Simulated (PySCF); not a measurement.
PySCF 2.14 output of an unrestricted PBE calculation on a single atom or ion in Sapporo-DKH3-DZP-2012 (6s5p3d1f, 43 functions), with the spin-free X2C one-electron Hamiltonian (Gaussian nucleus):

```
SCF conv_tol = 1e-09
number electrons alpha = 12  beta = 9
    J. P. Perdew, K. Burke, and M. Ernzerhof.,  Phys. Rev. Lett. 77, 3865 (1996)
    J. P. Perdew, K. Burke, and M. Ernzerhof.,  Phys. Rev. Lett. 78, 1396 (1997)
    J. P. Perdew, K. Burke, and M. Ernzerhof.,  Phys. Rev. Lett. 77, 3865 (1996)
    J. P. Perdew, K. Burke, and M. Ernzerhof.,  Phys. Rev. Lett. 78, 1396 (1997)
cycle= 1 E= -763.927027330192  delta_E= -0.00707  |g|= 0.0153  |ddm|= 0.297
cycle= 2 E= -763.926993040474  delta_E= 3.43e-05  |g|= 0.0138  |ddm|= 0.0489
cycle= 3 E= -763.927057570086  delta_E= -6.45e-05  |g|= 0.00548  |ddm|= 0.0269
cycle= 4 E= -763.927071009039  delta_E= -1.34e-05  |g|= 5.24e-05  |ddm|= 0.00806
cycle= 5 E= -763.927071009276  delta_E= -2.37e-10  |g|= 3.31e-05  |ddm|= 0.00011
cycle= 6 E= -763.927071009896  delta_E= -6.2e-10  |g|= 1.08e-07  |ddm|= 6.79e-05
converged SCF energy = -763.927071009896  <S^2> = 3.7502788  2S+1 = 4.0001394
```

The run itself started from symmetry-adapted Hartree-Fock orbitals and held the occupation by maximum overlap, on a logarithmic radial grid, so the iterations belong to that start.

Q: Which element, charge and spin multiplicity is this?

A: Sc (scandium, neutral), multiplicity 4; the state was [Ar] 3d2 4s1, high-spin 4F determinant (an excited configuration).
